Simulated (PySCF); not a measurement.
**Nonlinear optical response: SMILES [CH3][AlH-]1[O]C=C[O]1, [C₃H₆AlO₂]-, charge -1**

Molfile (atoms numbered from 1):
```
C3H6AlO2
     RDKit          3D

 12 12  0  0  0  0  0  0  0  0999 V2000
   -2.1873   -0.4469    0.2244 C   0  0  0  0  0  0  0  0  0  0  0  0
   -0.4332    0.4755   -0.2197 Al  0  0  0  0  0  4  0  0  0  0  0  0
    0.7414   -0.4413   -1.2198 O   0  0  0  0  0  0  0  0  0  0  0  0
    1.9450   -0.3156   -0.6055 C   0  0  0  0  0  0  0  0  0  0  0  0
    1.9554    0.2431    0.5996 C   0  0  0  0  0  0  0  0  0  0  0  0
    0.7614    0.6393    1.1093 O   0  0  0  0  0  0  0  0  0  0  0  0
   -2.4508   -0.4630    1.2872 H   0  0  0  0  0  0  0  0  0  0  0  0
   -2.9565    0.1669   -0.2600 H   0  0  0  0  0  0  0  0  0  0  0  0
   -2.3425   -1.4666   -0.1432 H   0  0  0  0  0  0  0  0  0  0  0  0
   -0.6880    1.8989   -0.8777 H   0  0  0  0  0  0  0  0  0  0  0  0
    2.8177   -0.6910   -1.1340 H   0  0  0  0  0  0  0  0  0  0  0  0
    2.8385    0.3998    1.2136 H   0  0  0  0  0  0  0  0  0  0  0  0
  1  2  1  0
  2  3  1  0
  3  4  1  0
  4  5  2  0
  5  6  1  0
  6  2  1  0
  1  7  1  0
  1  8  1  0
  1  9  1  0
  2 10  1  0
  4 11  1  0
  5 12  1  0
M  CHG  1   2  -1
M  END
```

The calculation used quadratic response BHandHLYP/def2-SVPD first hyperpolarisability, Taylor convention, gas phase (PySCF 2.14.0). Geometry: GFN2-xTB.

For a gas-phase anion, states above the detachment energy (about 1.7 eV, taken as minus the energy of the highest occupied orbital) lie in the continuum and depend on the basis.

(1) Give β for the processes computed.

(2) Which lowest excitations and polarisabilities go with it?

Answers

(1) In au, Taylor convention; the vector part is βᵢ = ⅓ Σⱼ (βᵢⱼⱼ + βⱼᵢⱼ + βⱼⱼᵢ):
| process | λ (nm) | β vector norm | β HRS | depolarisation ratio |
| --- | --- | --- | --- | --- |
| static β(0;0,0) | ∞ | 137.1 | 64.1 | 3.60 |
| second harmonic β(−2ω;ω,ω) | 1064 | 209.7 | 98.8 | 3.00 |
| Pockels β(−ω;ω,0) | 1064 | 156.2 | – | – |

(2) S1 4.16 eV (f = 0.012); S2 4.72 eV (f = 0.029); S3 5.17 eV (f = 0.000); isotropic α 74.4 au static, 75.3 au at 1064 nm, 78.4 au at 532 nm.
